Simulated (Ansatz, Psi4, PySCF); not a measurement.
HClSi, singlet, at a GFN2-xTB geometry. Base run: WB97X-V/6-311G** (PySCF).

PySCF was given this input:
```python
from pyscf import gto, scf, dft

mol = gto.Mole()
mol.atom = '''
    Si    0.79363529   -0.21555453    0.71731260
    H     1.84239167   -0.41540957   -0.31289751
    Cl   -0.76195798    0.20195136   -0.57232229
'''
mol.basis = '6-311g**'
mol.verbose = 4
mol.build()

mf = dft.RKS(mol)
mf.xc = 'wb97x_v'
mf.kernel()
```

The same geometry, method and basis name were run in Ansatz (a first-principles code) and Psi4 and PySCF, at each program's defaults and at the settings that a row names. The base is PySCF at its defaults. Differences at the defaults can come from grids, fitting, cores and function types together.

| code and settings | ΔE vs base (mEh) | basis functions | E (Eh) | SCF cycles | dipole (D) |
|---|---|---|---|---|---|
| PySCF, defaults (exact integrals, its default grid, spherical functions) | 0.000 | 58 | -750.17141 | 9 | 1.47 |
| Psi4, defaults (density fitting with its default set, its default grid, spherical functions) | 0.108 | 58 | -750.17130 | 8 | 1.46 |
| Ansatz, defaults (factorised integrals, its default grid, Cartesian functions) | -1.335 | 60 | -750.17275 | - | - |
| PySCF, density fitting with def2-universal-jkfit | -0.036 | 58 | -750.17145 | 9 | 1.47 |
| PySCF, fine grid | 0.002 | 58 | -750.17141 | 9 | 1.47 |
| Psi4, exact integrals, spherical functions, fine grid | 0.002 | 58 | -750.17141 | 11 | 1.47 |
| Ansatz, high accuracy, Cartesian functions as the basis file defines them | -1.345 | 60 | -750.17276 | - | - |
